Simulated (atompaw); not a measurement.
# How hard is this hydrogen PAW (atompaw) potential?

| Property | Result |
| --- | --- |
| Element | H (Z = 1) |
| Generator | atompaw 4.2.0.5 |
| Type | PAW |
| Functional | LDA (PW92) |
| Relativity | scalar-relativistic |
| Frozen core | none |
| Valence charge | 1 |
| Reference configuration | 1s1 |
| Partial waves | 1s (bound): rc 1.25 bohr; 1s channel at 0.3 Ry: rc 1.25 bohr; 2p channel at 0.25 Ry: rc 1.25 bohr; 2p channel at 1.35 Ry: rc 1.15 bohr |
| Local potential | vpsmatchnc scheme with l = 2 at 0 Ry, radius 0.85 bohr |
| Core correction | none |
| Augmentation charge | besselshape compensation charge, radius 1.00 bohr; PAW radius 1.25 bohr; waves and projectors: custom polynom2 7 10 vanderbiltortho |

The pseudo-atom Hamiltonian at the reference potential is diagonalised in spherical Bessel functions j_l(qr) that vanish at 20 bohr, with q² up to the cutoff. All-electron valence levels (Ry): 1s -0.4669.

Q: How do the lowest levels (Ry) of each channel move with the cutoff, and are there ghosts?

A:

```
cutoff (Ry)     s #1    s #2    p #1    d #1    f #1  Σ f·Δε (mRy)
          8  -0.4513  0.0129  0.0304  0.0772  0.1190          15.6
         10  -0.4592  0.0126  0.0304  0.0772  0.1190           7.8
         12  -0.4634  0.0123  0.0303  0.0772  0.1190           3.5
         15  -0.4655  0.0122  0.0303  0.0772  0.1190           1.4
         18  -0.4667  0.0122  0.0303  0.0772  0.1190           0.3
         21  -0.4668  0.0122  0.0303  0.0772  0.1190           0.1
         25  -0.4669  0.0122  0.0303  0.0772  0.1190           0.0
        400  -0.4669  0.0121  0.0303  0.0772  0.1190           0.0
```

Result: no extra level below or beside the all-electron valence levels (s, p, d, f tested); 10 mRy is reached at 10 Ry and 1 mRy at 18 Ry.
